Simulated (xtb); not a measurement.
C2H6N (SMILES CC[NH]), doublet, at a GFN2-xTB geometry, atoms displaced at random by about 0.05 Å a coordinate; GFN2-xTB with ALPB(acetonitrile) run with xtb.

Here is a job for xtb.
```
$ xtb mol.xyz --gfn 2 --uhf 1 --opt --alpb acetonitrile --json

# file mol.xyz
9

C     -1.15238399     0.23869168    -0.08873598
C      0.14463094    -0.37677256    -0.15995555
N      1.24330149     0.29961996     0.39890901
H     -1.84478935    -0.39479598    -0.66278934
H     -1.12657078     1.21433427    -0.64639970
H     -1.49740223     0.33880828     0.89703214
H      0.14230187    -1.47102342     0.25734667
H      0.52757962    -0.59410127    -1.21762311
H      2.07323688    -0.17524248     0.39932978
```

Problem. Predict the main parts of the log of this xtb run.

Solution. 
```
   ID    Z sym.   atoms
    1    6 C      1, 2
    2    7 N      3
    3    1 H      4-9

           -------------------------------------------------
          |                Calculation Setup                |
           -------------------------------------------------

           -------------------------------------------------
          |                 G F N 2 - x T B                 |
           -------------------------------------------------

      * Solvation model:               ALPB
        Solvent                        acetonitrile
        Parameter file                 internal GFN2-xTB/ALPB
        Dielectric constant                3.7500E+01
        Reference state                gsolv [1 M gas/solution]
        Free energy shift                  5.1987E-03 Eh       3.2622E+00 kcal/mol
        Temperature                        2.9815E+02 K
        Density                            7.8600E-01 kg/L
        Solvent mass                       4.1050E+01 g/mol
        Interaction kernel             P16
        Born radius scaling (c1)           1.7214E+00
        Born radii integrator          GBOBC
        Born offset                        0.0000E+00 a0       0.0000E+00 AA
        H-bond correction              true
        Ion screening                  false
        Surface tension                    1.0000E-05 Eh       1.5569E+01 dyn/cm
        Grid points                               230 per atom

          ...................................................
          :                      SETUP                      :
          :.................................................:
          :  # basis functions                  18          :
          :  # atomic orbitals                  18          :
          :  # shells                           12          :
          :  # electrons                        19          :
          :  max. iterations                   250          :
          :  Hamiltonian                  GFN2-xTB          :
          :  restarted?                      false          :
          :  GBSA solvation                   true          :
          :  PC potential                    false          :
          :  electronic temp.          300.0000000     K    :
          :  accuracy                    1.0000000          :
          :  -> integral cutoff          0.2500000E+02      :
          :  -> integral neglect         0.1000000E-07      :
[...]
         :: total energy             -10.151655270009 Eh    ::
 * total energy  :   -10.1516553 Eh     change       -0.3503864E-10 Eh
 * total energy  :   -10.1643755 Eh     change       -0.1272021E-01 Eh
 * total energy  :   -10.1666831 Eh     change       -0.2307621E-02 Eh
 * total energy  :   -10.1667641 Eh     change       -0.8099495E-04 Eh
 * total energy  :   -10.1667803 Eh     change       -0.1620719E-04 Eh
 * total energy  :   -10.1667869 Eh     change       -0.6577286E-05 Eh
 * total energy  :   -10.1667914 Eh     change       -0.4538966E-05 Eh
   *** GEOMETRY OPTIMIZATION CONVERGED AFTER 7 ITERATIONS ***
         :: total energy             -10.166791420480 Eh    ::
[...]
     3   7 N        1.773    -0.352    29.980     8.108
     4   1 H        0.925     0.043     2.411     2.428
     5   1 H        0.925     0.057     2.236     2.338
     6   1 H        0.925     0.056     2.245     2.343
     7   1 H        0.922     0.066     2.132     2.283
     8   1 H        0.922     0.071     2.070     2.250
     9   1 H        0.860     0.140     1.470     1.899

 Mol. C6AA /au·bohr⁶  :        545.366497
 Mol. C8AA /au·bohr⁸  :      11119.902896
 Mol. α(0) /au        :         34.854315

Wiberg/Mayer (AO) data.
largest (>0.10) Wiberg bond orders for each atom

 ---------------------------------------------------------------------------
     #   Z sym  total        # sym  WBO       # sym  WBO       # sym  WBO
 ---------------------------------------------------------------------------
     1   6 C    3.994 --     2 C    1.012     4 H    0.987     5 H    0.983
                             6 H    0.982
     2   6 C    3.991 --     3 N    1.204     1 C    1.012     7 H    0.890
                             8 H    0.884
     3   7 N    2.366 --     2 C    1.204     9 H    0.964
     4   1 H    0.998 --     1 C    0.987
     5   1 H    0.997 --     1 C    0.983
     6   1 H    0.997 --     1 C    0.982
     7   1 H    0.990 --     2 C    0.890
     8   1 H    0.988 --     2 C    0.884
     9   1 H    0.980 --     3 N    0.964
 ---------------------------------------------------------------------------

Topologies differ in total number of bonds
Writing topology from bond orders to xtbtopo.mol

molecular dipole:
                 x           y           z       tot (Debye)
 q only:       -0.305      -0.470      -0.327
   full:       -0.213      -0.862      -0.508       2.599
molecular quadrupole (traceless):
                xx          xy          yy          xz          yz          zz
 q only:        0.440      -1.419      -0.012      -0.575      -0.178      -0.427
  q+dip:        0.551      -2.567      -0.170      -1.227      -0.801      -0.381
   full:        0.847      -2.557      -0.472      -1.187      -0.989      -0.375

optimized geometry written to: xtbopt.xyz

           -------------------------------------------------
          | TOTAL ENERGY              -10.166791420480 Eh   |
          | GRADIENT NORM               0.000930475385 Eh/α |
          | HOMO-LUMO GAP              12.044414731416 eV   |
           -------------------------------------------------

normal termination of xtb
```
